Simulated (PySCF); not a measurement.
Ta(S)(Cl)(NH2)2 (ClH₄N₂STa), SMILES [NH2][Ta]([NH2])(=[S])[Cl], multiplicity 1.

The structure is a stationary point at B3LYP-D3(BJ)/def2-SVP. The multiplicity is an assumed one; no other spin state was optimised. The structure was generated by enumeration; whether it is a known compound was not checked. The def2 effective core potentials stand for the cores of Ta; spin–orbit coupling is left out. Other conformers were not sampled.

Method: PBE0/def2-TZVP (PySCF).

Gas-phase values at a fixed geometry.

Computed frontier levels, gap, dipole moment and polarisability:
```yaml
highest_occupied_level: -7.51 eV
lowest_empty_level: -1.59 eV
orbital_gap: 5.92 eV
dipole_moment: 4.58 D
quadrupole, principal values (traceless, Buckingham form, about the centre of nuclear charge): -11.24, 2.17, 9.07 D·Å
mean_static_polarisability: 89.0 bohr³ (13.19 Å³)
polarisability_principal_values: 80.2, 83.9, 103.0 bohr³
```
